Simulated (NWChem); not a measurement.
C3H7Cl; SMILES CC(C)Cl

All runs: NWChem. Medium grid unless said otherwise, to which SCAN and Minnesota functionals are sensitive. The geometry was optimised at PBE0/def2-SVP. Hybrids' shares of exact exchange are those that their runs print; pure functionals count as 0. The functionals differ in more than this share.

```csv
row,share of exact exchange,highest occupied level (eV)
PBE/def2-SVP,0.00,-6.58
KT2/def2-SVP,0.00,-6.69
B3LYP/def2-SVP,0.20,-7.73
r2SCAN0/def2-SVP,0.25,-8.30
Hartree-Fock/def2-SVP,1.00,withheld
```

### Question
Fit a straight line of the last column on the one before it, predict the withheld value, and compare with the run.

### Answer

1. Means of the 4 shown rows: x = 0.113, y = -7.325. Slope Σ(x − x̄)(y − ȳ)/Σ(x − x̄)² = -0.3248/0.05188 = -6.260; intercept -6.621.
2. The shown rows scatter about the line by 0.100 (root mean square); the largest residual is +0.14, at B3LYP/def2-SVP.
3. At x = 1.00 (Hartree-Fock/def2-SVP; beyond the shown range) the line gives -12.88.
4. The run gives -11.48, +1.40 from the line, 14.0 times the scatter.
